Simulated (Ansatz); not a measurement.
Ansatz (a quantum-chemistry and plane-wave program) input (SVWN5/def2-TZVPD):

Ansatz 0.2 input:
```yaml
crystal:
  periodic: [false, false, false]
  atoms:
    - {symbol: C, position_ang: [-1.63289336, 0.38568142, -0.07813655]}
    - {symbol: N, position_ang: [-0.38177402, -0.20321103, -0.52811538]}
    - {symbol: Si, position_ang: [1.10077817, -0.16632377, 0.35839322]}
    - {symbol: H, position_ang: [-2.20609698, 0.76825415, -0.92633538]}
    - {symbol: H, position_ang: [-1.41984233, 1.22777987, 0.58166015]}
    - {symbol: H, position_ang: [-2.26547748, -0.31926744, 0.47256508]}
    - {symbol: H, position_ang: [-0.50730854, -0.94197593, -1.20464142]}
    - {symbol: H, position_ang: [2.17619820, -0.53601591, -0.60707555]}
    - {symbol: H, position_ang: [1.28141114, 1.23814678, 0.83194897]}
basis:
  gaussian:
    orbitals: def2-TZVPD
hamiltonian:
  xc: {name: SVWN5}
magnetization: {spin_polarized: true, initial_magnetization: 1}
output: {forces: true}
```

End of the output:

```
mean field evaluation 16: about -10448.0402 eV, gradient 4.2e-4 eV
mean field -10448.04021792 eV, -383.9583960726 hartree, gradient 2.4e-5 eV, S^2 0.751329; 0 other end points of the search recorded, 0 dependent functions left out
the calculation of the forces begins
reference -10448.04025988 eV, -383.9583976147 hartree; 17, 16 occupied and 154, 155 virtual orbitals, 934 factors
Total energy: -10448.04025988 eV, -383.9583976147 hartree
Atom 0 at    -1.632893     0.385681    -0.078137 Å, force     0.767922    -0.372728    -0.257165 eV/Å
Atom 1 at    -0.381774    -0.203211    -0.528115 Å, force    -0.238894     0.534665     0.516303 eV/Å
Atom 2 at     1.100778    -0.166324     0.358393 Å, force    -0.350982    -0.184933     0.052229 eV/Å
Atom 3 at    -2.206097     0.768254    -0.926335 Å, force    -0.169805     0.124681    -0.259341 eV/Å
Atom 4 at    -1.419842     1.227780     0.581660 Å, force     0.092548     0.279613     0.222787 eV/Å
Atom 5 at    -2.265477    -0.319267     0.472565 Å, force    -0.182399    -0.217344     0.171693 eV/Å
Atom 6 at    -0.507309    -0.941976    -1.204641 Å, force    -0.025826    -0.342705    -0.324431 eV/Å
Atom 7 at     2.176198    -0.536016    -0.607076 Å, force     0.123386    -0.046067    -0.164361 eV/Å
Atom 8 at     1.281411     1.238147     0.831949 Å, force    -0.015950     0.224818     0.042288 eV/Å
Dipole moment:    -0.348680    -0.049617    -0.163727 e Å
```

It need not be the lowest isomer of its formula.
